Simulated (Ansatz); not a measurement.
Ideal-gas functions of `C=[CH][InH2]` at 298.15 K and 1 bar, from an Ansatz frequency run at PBE0-D4/def2-TZVP.

Molar mass 143.88 g/mol, point group Cs (symmetry number 1), electronic degeneracy 1, moments of inertia 14.236, 159.953, 174.189 u Å². Harmonic wavenumbers (cm⁻¹, unscaled): 140, 193, 380, 403, 516, 548, 603, 1003, 1005, 1057, 1272, 1434, 1644, 1804, 1816, 3106, 3138, 3186.

Use S(trans) = R[1.5 ln M + 2.5 ln T − 1.1517]; rotational temperatures θ = 24.2544 K / I; S(rot) = R[ln(√π/σ · √(T³/θAθBθC)) + 1.5]; for each mode x = 1.438777 ν̃/T, S = R[x/(eˣ − 1) − ln(1 − e⁻ˣ)] and H = RT x/(eˣ − 1); 1 cm⁻¹ = 0.0119627 kJ/mol; R = 8.31446 J/(mol·K).

Q: By hand: the entropy, in J/(mol·K).

A: Translation 170.8. Rotation: θ = 1.7037, 0.1516, 0.1392 K, giving 102.1. Vibration, mode by mode: 11.73, 9.20, 4.35, 3.98, 2.59, 2.29, 1.86, 0.39, 0.38, 0.31, 0.13, 0.07, 0.03, 0.01, 0.01, 0.00, 0.00, 0.00, in all 37.3. Electronic 0.0. Sum 310.2 J/(mol·K).

Q: By hand: H − E and G − E in kJ/mol, counted from the electronic energy.

A: Zero-point energy ½ × 23248 × 0.0119627 = 139.1; thermal vibration 6.7; translation, rotation and pV give 4 RT = 9.9. H − E = 155.7 kJ/mol, and G − E = 155.7 − 298.15 × 310.2/1000 = 63.2 kJ/mol.

Vibration gives 12 % of the entropy, 11.7 J/(mol·K) of it from the mode under 150 cm⁻¹: soft modes count most, and the harmonic formula is weakest for them.
